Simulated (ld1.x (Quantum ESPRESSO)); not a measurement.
**O: one change to an ultrasoft potential, before and after**

oxygen (O), ultrasoft, made with ld1.x (Quantum ESPRESSO) 7.5 (PBEsol, non-relativistic). Core [He], reference 2s2 2p4. Waves: 2s (bound): rcut 0.75, rcutus 1.00 bohr; 2s channel at -1.3 Ry: rcut 0.75, rcutus 1.00 bohr; 2p (bound): rcut 1.25, rcutus 1.45 bohr; 2p channel at 3.3 Ry: rcut 1.25, rcutus 1.45 bohr; 3d channel at 0.45 Ry: rcut 1.05, rcutus 1.30 bohr. Local part: all-electron potential smoothed inside 0.80 bohr (lloc = -2). Core correction: none. Augmentation charge: PSQ, inside the norm-conserving radii.

All-electron outer shells of the reference configuration (PBEsol, non-relativistic, ld1.x):

```
shell  level (eV)  outermost node (bohr)  outermost maximum (bohr)
   2s      -23.76                   0.28                      0.88
   2p       -8.98                      –                      0.82
```

Change: reference 2s2 2p2; added wave 3d channel at 2.2 Ry: rcut 1.05, rcutus 1.30 bohr.

Cutoffs: the cutoffs (Ry, on a coarse ladder) from which the occupation-weighted sum of valence levels, in a spherical-Bessel basis at the reference potential, stays within 10 and 1 mRy of its value at 400 Ry; they do not see the model core or the augmentation charge, which bear on the density cutoff. Errors are all-electron minus pseudo energies relative to the spin-unpolarised reference configuration.

**Question.** What does the change do?

**Answer.** The potential gets neither clearly harder nor softer (35 Ry and 60 Ry → 35 Ry and 60 Ry); neither file shows a bound ghost.

| quantity | base | changed |
| --- | --- | --- |
| cutoff, loose | 35 Ry | 35 Ry |
| cutoff, tight | 60 Ry | 60 Ry |
| loose cutoff by channel (10 mRy a level) | s 18 Ry, p 25 Ry | s 18 Ry, p 30 Ry |
| bound ghosts | none | none |
| largest error over its own tests, meV | -2159 | -959 |
| s: phases at 1.59 bohr within 0.05 rad from the reference energy up to (Ry; the scan ends near 5) | to the end of the scan | to the end of the scan |
| p: phases at 1.59 bohr within 0.05 rad from the reference energy up to (Ry; the scan ends near 5) | to the end of the scan | to the end of the scan |
| d: phases at 1.59 bohr within 0.05 rad from the reference energy up to (Ry; the scan ends near 5) | to the end of the scan | to the end of the scan |
| lowest overlap eigenvalue by channel | s 0.56, p 0.39, d 0.74 | s 0.55, p 0.81, d 0.77 |
